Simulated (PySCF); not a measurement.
**Electron correlation in Ca⁴⁺ (calcium, charge +4)**

[Ne] 3s2 3p4, high-spin 3P determinant. Computed with PySCF 2.14 in an even-tempered Gaussian basis (21 s from 0.054 bohr⁻², ratio 2.5; 14 p from 0.071 bohr⁻², ratio 2.5; 5 d from 1.5 bohr⁻², ratio 2.7; 5 f from 2.3 bohr⁻², ratio 2.7), with scalar relativity by spin-free X2C-1e. Frozen: 1s2; 14 electrons correlated; the 23 highest virtual orbitals of each spin left out.

| level | correlation energy (mhartree) |
| --- | --- |
| CCSD | -498.45 |
| (T) | -5.10 |
| CCSD(T) | -503.55 |

Diagnostics: T1 = 0.0046, D1 = 0.0190, largest double amplitude 0.046.

Cost of the coupled-cluster step: 60 s of wall time on 2 threads of Neoverse-V2 (shared host), for 14 correlated electrons.

Iterations:

```
CC2 = 0
CCSD nocc = (np.int64(8), np.int64(6)), nmo = (99, 99)
frozen orbitals [[0, 100, 101, 102, 103, 104, 105, 106, 107, 108, 109, 110, 111, 112, 113, 114, 115, 116, 117, 118, 119, 120, 121, 122], [0, 100, 101, 102, 103, 104, 105, 106, 107, 108, 109, 110, 111, 112, 113, 114, 115, 116, 117, 118, 119, 120, 121, 122]]
max_cycle = 100
direct = 0
conv_tol = 1e-08
conv_tol_normt = 1e-06
diis_space = 8
diis_start_cycle = 0
Init t2, MP2 energy = -0.479013561908611
Init E_corr(UCCSD) = -0.479013561909138
cycle = 1  E_corr(UCCSD) = -0.492954848677267  dE = -0.0139412868  norm(t1,t2) = 0.0297119
cycle = 2  E_corr(UCCSD) = -0.497064170635433  dE = -0.00410932196  norm(t1,t2) = 0.00872295
cycle = 3  E_corr(UCCSD) = -0.498470181272248  dE = -0.00140601064  norm(t1,t2) = 0.00310344
cycle = 4  E_corr(UCCSD) = -0.498452087762765  dE = 1.80935095e-05  norm(t1,t2) = 0.000277345
cycle = 5  E_corr(UCCSD) = -0.498445294806387  dE = 6.79295638e-06  norm(t1,t2) = 3.89559e-05
cycle = 6  E_corr(UCCSD) = -0.498446603513194  dE = -1.30870681e-06  norm(t1,t2) = 9.05255e-06
cycle = 7  E_corr(UCCSD) = -0.49844653991994  dE = 6.35932543e-08  norm(t1,t2) = 1.041e-06
cycle = 8  E_corr(UCCSD) = -0.498446518693637  dE = 2.1226303e-08  norm(t1,t2) = 1.70809e-07
cycle = 9  E_corr(UCCSD) = -0.498446520542897  dE = -1.8492603e-09  norm(t1,t2) = 4.016e-08
UCCSD converged
E(UCCSD) = -675.2829612492768  E_corr = -0.4984465205428975
UCCSD(T) correction = -0.00510154264096828
```
